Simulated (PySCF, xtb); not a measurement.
BCl2I, SMILES ClB(Cl)I.

GFN2-xTB in xtb at its own geometry gives an orbital gap of 4.04 eV and a dipole moment of 3.57 D.

Coordinates come from a B3LYP-D3(BJ)/def2-SVP optimisation. The def2 effective core potentials stand for the cores of I; spin–orbit coupling is left out.

Task: What does HF/def2-TZVPD in PySCF give? (Estimate from the structure and the level; the computed values follow.)

Result: gap 11.43 eV (levels -10.49 and 0.94 eV), dipole 0.01 D.
